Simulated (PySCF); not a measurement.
TbF3(H2O) at several levels of theory

Computed with PySCF 2.14.0 (density fitting, no spin-orbit coupling) at the geometry relaxed with PBE0:

```xyz
7
TbF3(H2O) (singlet in the valence; each metal's 4f electrons, 8 of them, lie in its core potential, out of spins and levels)
Tb    0.0818   -0.0873    0.0873
F     1.0805    1.3587    1.1227
F    -1.3054   -1.1405    1.1405
F     1.0805   -1.1227   -1.3587
O    -1.3020    1.3206   -1.3206
H    -1.6344    2.2008   -1.1038
H    -1.6344    1.1038   -2.2008
```

```csv
level,basis,state,HOMO (eV),gap (eV),charge on Tb1 (e),population of f-type functions on Tb1 (polarisation alone where 4f lies in the core),dipole about the centre of mass (D),largest force component (eV/Å)
PBE0,"Tb lcecp-1-SVP with ECP54, F def2-SVP, O def2-SVP, H def2-SVP",singlet,-9.44,8.29,1.21,0.09,6.73,0.02
BP86,the same,singlet,-7.57,5.77,0.99,0.09,6.56,0.51
PBE0,"Tb lcecp-1-TZVP with ECP54, F def2-TZVP, O def2-TZVP, H def2-TZVP",singlet,-9.64,8.22,1.63,0.11,6.73,0.22
```

In the lcecp rows the 4f levels are missing from HOMO and gap, and the state counts the valence alone.

Charges are Mulliken's, which hang on the basis. The relaxation used the grid (50, 194), these runs (75, 302) or, all-electron (x2c bases, spin-free X2C Hamiltonian), (99, 590).

**Question.** What does HF with Tb lcecp-1-SVP with ECP54, F def2-SVP, O def2-SVP, H def2-SVP give here?

**Answer.** state singlet, HOMO (eV) -14.62, gap (eV) 15.77, charge on Tb1 (e) 1.72, population of f-type functions on Tb1 (polarisation alone where 4f lies in the core) 0.09, dipole about the centre of mass (D) 7.09, largest force component (eV/Å) 0.78. Time: 2.5 s on 2 threads of Arm Neoverse V2, on a shared host, from an already converged density.

In the first row's basis the gap widens with exact exchange: 5.8 eV for BP86 (none); 8.3 eV for PBE0 (a fixed share); 15.8 eV for Hartree–Fock (rising or full at long range).

An lcecp potential fixes the number of 4f electrons, so in runs with it no electron can move into or out of that shell.
